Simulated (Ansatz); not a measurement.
```yaml
crystal:
  periodic: [false, false, false]
  atoms:
    - {symbol: S, position_ang: [-0.000000, -0.000000, -0.001192]}
    - {symbol: Ge, position_ang: [0.000000, 0.000000, 2.113882]}
basis:
  gaussian: {orbitals: def2-TZVP}
total_charge: -1
magnetization: {spin_polarized: true, initial_magnetization: 9}
hamiltonian: {xc: {name: wPBEh}}
```

```sh
$ ansatz run in.yaml --threads 2 --pin off --events-out ev --progress --plain --max-ram 32768MiB --backend cpu
```

Shortened log:

```
Functional definition: wPBEh
543 factors; integrals over basis functions are off by at most 9.8e-4 eV
36 factors; integrals over basis functions are off by at most 4.2e-6 eV
mean field evaluation 1: about -67306.6650 eV, gradient 2.9e1 eV
mean field evaluation 2: about -67291.8101 eV, gradient 5.2e1 eV
mean field evaluation 4: about -67313.0691 eV, gradient 1.1e1 eV
mean field evaluation 8: about -67314.1526 eV, gradient 8.0e-1 eV
mean field evaluation 16: about -67314.1597 eV, gradient 1.1e-2 eV
mean field evaluation 64: about -67314.1439 eV, gradient 1.2e-6 eV
a density is far from that of the atoms, so the factors are made again for it
598 factors; integrals over basis functions are off by at most 9.2e-4 eV
47 factors; integrals over basis functions are off by at most 4.3e-7 eV
mean field -67314.19279893 eV, -2473.7509581622 hartree, gradient 4.3e-6 eV, S^2 24.751177; 0 other end points of the search recorded, 0 dependent functions left out
reference -67314.19282338 eV, -2473.7509590604 hartree; 29, 20 occupied and 56, 65 virtual orbitals, 598 factors
Total energy: -67314.19282338 eV, -2473.7509590604 hartree
```

(1) Something in this input is off. What?

Results:

(1) The spin is set far too high for this molecule. The calculation finished and met its thresholds. The result belongs to that input, not to the molecule as meant.
